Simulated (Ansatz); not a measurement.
Two isomers of C2H6AlFO: A = `CC(F)[O][AlH2]`, B = `[CH3][Al]([F])[CH2]O`.

Computed with Ansatz on PBE0-D4/def2-TZVP structures; ΔE is electronic, products minus reactants. CCSD(T)/CBS is the MP2 limit (def2-TZVPP, def2-QZVPP) plus CCSD(T) − MP2 in def2-TZVPP, frozen cores. DFT in def2-TZVPP. B3LYP here is the variant with VWN-RPA as its local correlation; programs differ in this. Each species was taken in one conformer, which may not be the lowest.

A:

Z-matrix (Å, degrees):
```
C
C 1 1.505
H 1 1.091 2 110.3
H 1 1.091 2 109.6 3 120.2
H 1 1.092 2 109.6 3 -120.2
F 2 1.395 1 108.2 3 59.1
O 2 1.361 1 112.4 3 -179.8
H 2 1.097 1 111.7 3 -56.4
Al 7 1.700 2 136.4 1 -111.9
H 9 1.577 7 113.0 2 -176.9
H 9 1.576 7 122.3 2 4.1
```

B:

Z-matrix (Å, degrees):
```
C
Al 1 1.942
H 1 1.092 2 112.0
H 1 1.096 2 111.1 3 -120.1
H 1 1.094 2 111.1 3 121.2
F 2 1.657 1 119.3 3 9.9
C 2 1.972 1 123.1 3 -170.4
O 7 1.434 2 112.2 1 14.2
H 7 1.100 2 113.9 1 -113.4
H 7 1.096 2 108.6 1 130.6
H 8 0.959 7 108.8 2 -61.4
```

Problem. Which is lower in electronic energy at CCSD(T)/CBS, and by how much? (Best estimate.)

Solution. Computed: B, by 93.6 kJ/mol.

Problem. Give E(B) − E(A) in kJ/mol with CCSD(T)/def2-TZVPP, PBE0-D4, PBE-D4, B2PLYP, HF/def2-TZVPP, CCSD/def2-TZVPP, B3LYP. (An estimate is asked.)

Solution. The calculation gave: CCSD(T)/def2-TZVPP -86.1, PBE0-D4 -88.9, PBE-D4 -92.7, B2PLYP -88.5, HF/def2-TZVPP -58.9, CCSD/def2-TZVPP -84.7, B3LYP -87.7. None reverses the order clearly.

Largest T1 diagnostic: 0.012.

In def2-TZVPP, CCSD(T) changes the Hartree–Fock value by −27.2 kJ/mol (the triples alone add −1.4 kJ/mol) and MP2 by −36.0 kJ/mol. From PBE to PBE0 (25 % exact exchange), in def2-TZVPP and without D4, E(B) − E(A) moves by +4.1 kJ/mol.
